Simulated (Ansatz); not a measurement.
Start from `BN([SiH3])[SiH2]Cl` and change one element to get `BN([SiH3])[SiH2]F`.

Ansatz, PBE0-D4/def2-TZVP geometries, multiplicity 1. Each molecule was computed in one conformer, which needn't be the lowest.

```json
{"property": "size of the dipole moment (B3LYP/def2-TZVPP) / D", "`BN([SiH3])[SiH2]Cl`": "1.09"}
{"property": "HOMO energy (PBE0/def2-TZVPP) / eV", "`BN([SiH3])[SiH2]Cl`": "-8.79"}
{"property": "LUMO energy (B3LYP/def2-TZVPP) / eV", "`BN([SiH3])[SiH2]Cl`": "-1.10"}
{"property": "HOMO energy (B3LYP/def2-TZVPP) / eV", "`BN([SiH3])[SiH2]Cl`": "-8.56"}
{"property": "LUMO energy (PBE/def2-TZVPP) / eV", "`BN([SiH3])[SiH2]Cl`": "-1.86"}
{"property": "LUMO energy (ωB97M-V/def2-TZVPP) / eV", "`BN([SiH3])[SiH2]Cl`": "0.96"}
```

(1) What does the change do to each property? (Estimate.)

## Answers

(1) Ansatz gave: 
```tsv
property	`BN([SiH3])[SiH2]F`	shift
size of the dipole moment (B3LYP/def2-TZVPP) / D	1.16	0.07
HOMO energy (PBE0/def2-TZVPP) / eV	-8.91	-0.12
LUMO energy (B3LYP/def2-TZVPP) / eV	-1.11	-0.01
HOMO energy (B3LYP/def2-TZVPP) / eV	-8.68	-0.12
LUMO energy (PBE/def2-TZVPP) / eV	-1.88	-0.02
LUMO energy (ωB97M-V/def2-TZVPP) / eV	0.96	0.00
```

Dipoles are sizes alone; their direction can turn.

B3LYP here is the variant with VWN-RPA as its local correlation; programs differ in this.
